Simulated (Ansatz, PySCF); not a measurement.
Pulling on the Ge1–H2 bond in BrGeH (SMILES [GeH][Br]) (multiplicity 1 held, fragments rigid). Energies count from the point at 1.603 Å.
Geometry at that point (charge 0, multiplicity 1):
```json
[
 {"atom": "Ge", "x (Å)": "-0.6857", "y (Å)": "-0.5787", "z (Å)": "0.8219"},
 {"atom": "H", "x (Å)": "-1.7232", "y (Å)": "-1.0732", "z (Å)": "-0.2958"},
 {"atom": "Br", "x (Å)": "0.6761", "y (Å)": "0.5597", "z (Å)": "-0.7430"}
]
```

U- levels take the lowest unrestricted solution at each point, which mixes spins at long bonds. Active spaces are followed from a long bond inwards. Levels need not reach the same state.

Frozen-core correlation. Filled d and f shells under p-block atoms count as core. Rows in LANL2DZ carry no dispersion term and start afresh at each structure. LANL2DZ brings its own core potentials from Na on.

Programs: Ansatz (a program for electronic structure); PySCF for LANL2DZ rows. 

**Question.** Give the energy at R = 5.130 Å at the level U-HF/LANL2DZ.

**Answer.** 190 kJ/mol

**Question.** Give the energy at R = 5.130 Å at the level FIC-MRCISD+Q on CASSCF(2,2)/cc-pVTZ.

**Answer.** 289 kJ/mol

Doubts at one or more of the structures used: a spin-contaminated determinant (U-HF/LANL2DZ).
